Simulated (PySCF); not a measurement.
AlBr$_{2}$, charge +1, singlet, geometry from GFN2-xTB (such geometries of metal compounds can be far from the true shape). Base run: HF/STO-3G (PySCF).

PySCF was given this input:
```python
from pyscf import gto, scf

mol = gto.M(
    atom='''
Al    0.00000000    0.00000000    0.00000000
Br   -0.00000000   -0.00000000   -2.20949008
Br    0.00000000    0.00000000    2.20949008
''',
    basis='sto-3g',
    charge=1,
    verbose=4,
)

mf = scf.RHF(mol)
mf.kernel()
mo_i, mo_e, stable_i, stable_e = mf.stability(internal=True, external=True, return_status=True, nroots=6, tol=1e-6)
print('internally stable:', stable_i, ' externally stable:', stable_e)
if not stable_e:
    umf = mf.to_uhf() if not hasattr(mf, 'xc') else mf.to_uks()
    umf.scf_summary = {}
    umf.kernel(umf.make_rdm1(mo_e, umf.mo_occ))
```

The bond that is stretched is that between atoms 3 and 1. A test that says stable can miss a lower solution.

Variants of this job, named by their change:

```json
[
 {"change": "base", "ΔE vs base (mEh)": "0.000", "<S^2>": "0.000", "E after following the instability (Eh)": "-", "<S^2> there": "-", "HOMO-LUMO gap (eV)": "12.54", "stability test says": "stable", "outcome": "converged"},
 {"change": "bond × 1.25", "ΔE vs base (mEh)": "85.822", "<S^2>": "0.000", "E after following the instability (Eh)": "-5328.21340", "<S^2> there": "0.47", "HOMO-LUMO gap (eV)": "9.70", "stability test says": "external instability", "outcome": "converged"},
 {"change": "bond × 1.5", "ΔE vs base (mEh)": "178.5", "<S^2>": "0.000", "E after following the instability (Eh)": "-5328.18331", "<S^2> there": "0.93", "HOMO-LUMO gap (eV)": "6.78", "stability test says": "external instability", "outcome": "converged"},
 {"change": "bond × 1.8", "ΔE vs base (mEh)": "240.9", "<S^2>": "0.000", "E after following the instability (Eh)": "-5328.17782", "<S^2> there": "1.01", "HOMO-LUMO gap (eV)": "4.39", "stability test says": "external instability", "outcome": "converged"},
 {"change": "bond × 2.2", "ΔE vs base (mEh)": "267.3", "<S^2>": "0.000", "E after following the instability (Eh)": "-5328.17834", "<S^2> there": "1.02", "HOMO-LUMO gap (eV)": "3.06", "stability test says": "external instability", "outcome": "converged"},
 {"change": "bond × 3.0", "ΔE vs base (mEh)": "-", "<S^2>": "-", "E after following the instability (Eh)": "-", "<S^2> there": "-", "HOMO-LUMO gap (eV)": "-", "stability test says": "-", "outcome": "not converged"}
]
```

Where a bond breaks into two radicals, a solution with restricted orbitals usually stops being the lowest and lies too high; an unrestricted one lies lower at the price of spin contamination, which <S^2> shows.
